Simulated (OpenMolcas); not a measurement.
Computed levels of 2s2 2p3 in ions with 7 electrons, in cm-1 above 4S* 3/2.

* Program: OpenMolcas
* Method: SS-CASPT2, IPEA 0.25 Eh, imaginary shift 0.1 Eh
* Basis: ANO-RCC-VQZP
* Scalar Hamiltonian: DKH2, point nucleus
* Spin-orbit coupling: RASSI with atomic mean-field integrals over the reference wave functions, term energies averaged over their components

Active space for each ion: 3 electrons in 3 orbitals (2p); closed shells correlated by CASPT2: 1s 2s.

```csv
Level,N,O+,Ne3+
2D* 3/2,19210,27160,41730
2D* 5/2,19220,27160,41750
2P* 1/2,30650,42950,65670
2P* 3/2,30650,42960,65710
```

**Question.** Estimate 2D* 3/2, 2D* 5/2 for F2+ from its neighbours O+ and Ne3+.

**Answer.** 2D* 3/2 is another term, which grows about linearly with the charge: (27160 + 41730) / 2 = 34445. The calculation gives 34640, so the estimate is off by -0.6 %.
2D* 5/2 is another term, which grows about linearly with the charge: (27160 + 41750) / 2 = 34455. The calculation gives 34650, so the estimate is off by -0.6 %.

CASPT2 breaks the degeneracy within a term, and the mean is taken; among the terms shown or strongly mixed into the levels shown the widest spread is 160 cm-1 (2s2 2p3 2D*, N). With the s shell closed, the reference lacks s² → p² mixing. Only configurations of the active space appear.

* marks odd parity.
